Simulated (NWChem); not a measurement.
Molecule: TlCl; SMILES [Tl][Cl]

```xyz
2

Tl     0.0000     0.0000    -0.4371
Cl     0.0000     0.0000     2.0825
```
Atoms are numbered in this order, from 1.

Results from NWChem. Coordinates come from a PBE0/def2-SVP optimisation. def2 effective core potentials on Tl; no spin-orbit coupling.

### Question
Predict the results for PBE/def2-SVPD. Quantities: highest occupied level (eV); orbital gap (eV); dipole (D).

### Answer
The highest occupied level (eV) is -6.56 and the orbital gap (eV) is 4.07. The dipole (D) comes out as 4.54.
